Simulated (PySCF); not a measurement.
# Radial density of Nb⁺ (niobium, charge +1)

UHF, [Kr] 4d3 5s1, high-spin 5F determinant (an excited configuration). Calculation: PySCF 2.14, in ANO-RCC-VTZP; scalar relativity by spin-free X2C-1e.

```tsv
r (bohr)	4πr²ρ (e/bohr)	4πr²(ρα − ρβ)
0.0300	50.62	-0.0009
0.0505	43.28	-0.0072
0.0849	56.99	0.0142
0.143	57.42	0.1247
0.240	39.13	0.3118
0.404	45.79	0.1670
0.680	14.41	0.1339
1.14	10.08	1.4212
1.92	3.549	1.6259
3.23	0.7227	0.6912
5.44	0.08346	0.0834
9.15	7.029e-05	0.0001
```

Densities and radii are taken from the X2C orbitals without a picture-change correction, which distorts them close to the nucleus.

**Question.** Where is the radial spin density 4πr²(ρα − ρβ) most negative, and why is it negative at all?

**Answer.** Around r = 0.0505 bohr, down to -0.0072 e/bohr: exchange with the open shell polarises the paired shells in an unrestricted calculation.
